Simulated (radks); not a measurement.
Valence configurations of Au III (all share [Xe]). Method: scalar-relativistic Kohn-Sham, r2SCAN, spin-polarised, spherical densities, finite nucleus; open shells are filled with parallel spins first (spin-orbit coupling, left out, can overturn this in heavy ions); meta-GGA in the generalised Kohn-Sham scheme; Fermi nuclear charge, rms radius 5.4371 fm; computed with a radial shooting solver on a logarithmic mesh with Libxc functionals. Energies are relative to 4f14 5d9; eigenvalues in eV for spin up.

valence,E (eV),moment (Bohr magnetons),e(4f),e(5d),e(6p),e(6s)
4f14 5d9,0.000,1,-103.77,-27.941,-,-
4f14 5d8 6p1,13.487,3,-109.54,-32.727,-16.711,-
4f13 5d10,81.143,1,-116.29,-29.101,-,-
4f13 5d9 6s1,87.293,3,-120.60,-32.662,-,-25.314
4f13 5d9 6p1,96.588,3,-122.29,-34.092,-16.818,-
4f12 5d10 6p1,188.91,3,-135.36,-35.429,-16.911,-
4f12 5d9 6s1 6p1,197.59,5,-139.84,-39.021,-18.475,-28.675
4f11.5 5d10 6s1.5,234.55,3,-142.65,-36.353,-,-26.079
4f11.5 5d10 6s0.5 6p1,243.50,4,-144.29,-37.929,-17.756,-27.460
4f11.5 5d9 6s1.5 6p1,254.78,5,-149.02,-41.532,-18.858,-29.331

NIST lists [Xe] 4f14 5d9 as the ground configuration; this level of theory agrees among the configurations tried. The energies are those of spherical high-spin densities, not of single terms.
